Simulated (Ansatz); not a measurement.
Isolated molecules relaxed with PBE0-D4/def2-TZVP in Ansatz; ΔE leaves out vibrations. CCSD(T)/CBS adds triple-zeta CCSD(T) − MP2 to the extrapolated MP2 energy (def2 sets, frozen cores). This one scheme is used for every species. DFT in def2-TZVPP. One conformer a species, not always the lowest.

`CO[SiH]([SiH3])S` → `[SiH3][SiH2]S` + `C=O`  (β-hydride elimination)

```json
{"level": "PBE-D4", "ΔE (kJ/mol)": "201.2", "difference from CCSD(T)/CBS": "-7.3"}
{"level": "B97M-V", "ΔE (kJ/mol)": "207.2", "difference from CCSD(T)/CBS": "-1.3"}
{"level": "PBE0-D4", "ΔE (kJ/mol)": "214.0", "difference from CCSD(T)/CBS": "5.5"}
{"level": "ωB97X-V", "ΔE (kJ/mol)": "209.9", "difference from CCSD(T)/CBS": "1.4"}
{"level": "B2PLYP", "ΔE (kJ/mol)": "197.2", "difference from CCSD(T)/CBS": "-11.3"}
{"level": "revPBE", "ΔE (kJ/mol)": "168.4", "difference from CCSD(T)/CBS": "-40.1"}
{"level": "BLYP", "ΔE (kJ/mol)": "169.4", "difference from CCSD(T)/CBS": "-39.1"}
{"level": "MP2/def2-QZVPP", "ΔE (kJ/mol)": "216.9", "difference from CCSD(T)/CBS": "8.4"}
{"level": "SCS-MP2/def2-QZVPP", "ΔE (kJ/mol)": "204.0", "difference from CCSD(T)/CBS": "-4.5"}
{"level": "HF/CBS(def2)", "ΔE (kJ/mol)": "185.0", "difference from CCSD(T)/CBS": "-23.5"}
{"level": "CCSD(T)/CBS", "ΔE (kJ/mol)": "208.5", "difference from CCSD(T)/CBS": "0"}
```

Largest T1 diagnostic among the species: 0.015.

From r2SCAN to r2SCAN0 (25 % exact exchange), in def2-TZVPP and without D4, ΔE moves by +8.4 kJ/mol. The D4 term adds +15.4 kJ/mol with B3LYP and +8.6 kJ/mol with PBE0; it sums over pairs of atoms, weighted by their polarisabilities, and B3LYP, whose exchange is more repulsive, gets the larger term.

B3LYP here is the variant with VWN-RPA as its local correlation; programs differ in this.
